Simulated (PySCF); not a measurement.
Ta⁺ (tantalum, charge +1) across methods

[Xe] 4f14 5d3 6s1, high-spin 5F determinant. Computed with PySCF 2.14 in aug-cc-pVDZ-PP with ECP60MDF, with scalar relativity through the core potential.

| method | E (hartree) | mean ε 5p β (eV) | mean ε 6s α (eV) | mean ε 5d α (eV) | Σ⟨r²⟩ (bohr²) | ⟨S²⟩ |
| --- | --- | --- | --- | --- | --- | --- |
| PBEsol | -56.9331 | -44.846 | -12.235 | -11.585 | 40.98 | 6.001 |
| PBE | -57.0440 | -44.954 | -12.160 | -11.626 | 40.96 | 6.001 |
| BLYP | -57.0059 | -44.932 | -11.944 | -11.335 | 41.05 | 6.000 |
| UHF | -56.52867 | -52.501 | -14.417 | -16.135 | 41.27 | 6.005 |
| r2SCAN | -57.0592 | -45.709 | -12.367 | -11.986 | 40.75 | 6.002 |
| PBE0 | -57.0146 | -47.104 | -12.833 | -12.890 | 40.82 | 6.001 |
| r2SCANh | -57.0422 | -46.460 | -12.628 | -12.451 | 40.72 | 6.002 |
| LDA | -56.8670 | -44.922 | -12.419 | -11.602 | 41.14 | 6.000 |
| wB97X | -57.0022 | -49.689 | -14.342 | -14.860 | 40.68 | 6.002 |

Energies and moments cover only the electrons outside the core potential. Spin-orbit coupling, absent here, splits the open shell strongly.
